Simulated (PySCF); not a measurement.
A structure optimised at B3LYP-D3(BJ)/def2-TZVP, used in a PySCF frequency run:

```xyz
4

Te     0.0489    -0.2449     0.4687
Cl     0.1789     1.6034    -0.9976
O     -0.5140    -1.6187    -0.8109
H     -1.4720    -1.5752    -0.9251
```
Charge 0, spin multiplicity 1.

### Question
Write its SMILES and formula.

### Answer
O[Te]Cl, ClHOTe

### Question
What are its rotational constants (standard atomic weights)?

### Answer
9.3081, 2.9464, 2.2531 GHz
